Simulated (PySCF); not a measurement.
Species: C₆H₉Al.
Geometry (PBE0-D3(BJ)/def2-SVP, Å), atoms numbered from 1 in this order:
```xyz
16
C6H9Al angstrom
C      3.305   -0.523    0.272
C      2.189   -0.315   -0.163
C      0.847   -0.038   -0.616
C     -0.230   -1.054   -0.166
C     -1.632   -0.432   -0.229
C     -1.688    0.889    0.562
Al     0.086    1.630    0.159
H      4.296   -0.712    0.640
H      0.837    0.048   -1.720
H     -0.017   -1.353    0.876
H     -0.182   -1.979   -0.765
H     -2.379   -1.162    0.126
H     -1.883   -0.236   -1.288
H     -2.567    1.503    0.310
H     -1.764    0.681    1.647
H      0.762    3.051    0.365
```

Linear response at B3LYP/def2-SVPD (PySCF, frozen core in the response, non-relativistic).

Static isotropic polarisability: 96.96 au (14.37 Å³), principal values 75.0, 95.0, 120.8 au.

Problem. What is the polarisability at 1064 nm and at the sodium D line?

Solution. 98.08 au at 1064 nm (+1.2 %), 100.80 au at 589.3 nm (+4.0 %). The rise at 589.3 nm is 3.42 times that at 1064 nm; a pure ω² law gives 3.26. The lowest singlet lies at 320 nm, shorter than both wavelengths.

Problem. What is the isotropic C6 coefficient between two such molecules, C6 = (3/π)∫α(iω)² dω?

Solution. 3334 au (Eh·bohr⁶) by a ten-point quadrature over imaginary frequencies, which is 1990 eV·Å⁶ or 192 J·nm⁶/mol.

Problem. Which effective excitation energy ω̄ makes London's formula C6 = (3/4)α²ω̄ exact here?

Solution. ω̄ = 4·C6/(3α²) = 0.473 Eh = 12.9 eV. A one-pole form α(ω) = α/(1 − ω²/ω̄²) fitted to the 1064 nm value gives 10.9 eV. London's choice of the ionisation energy (8.28 eV, ΔSCF at the same level) gives C6 = 2140 au, 36 % too low.

Problem. How anisotropic is the static polarisability, by Δα² = ½[(α1 − α2)² + (α2 − α3)² + (α3 − α1)²]?

Solution. Δα = 39.8 au, or 0.41 of the isotropic value.

Problem. What molar refraction at the D line follows from R = (4π/3)·N_A·α′, with α′ the polarisability volume?

Solution. α′ = 14.94 Å³ gives R = 37.68 cm³/mol, for isolated, non-vibrating species.

Problem. What does −C6/R⁶ come to at R = 12 Å between centres?

Solution. -64 J/mol. This is the leading, orientation-averaged term; C8 and higher terms are left out.

On an AMD EPYC 9R14 with one thread, on a shared host, this took 25 s of wall time and 0.90 GiB of memory at its peak. This is the whole response run at B3LYP/def2-SVPD, SCF included.

One conformer stands for the species.
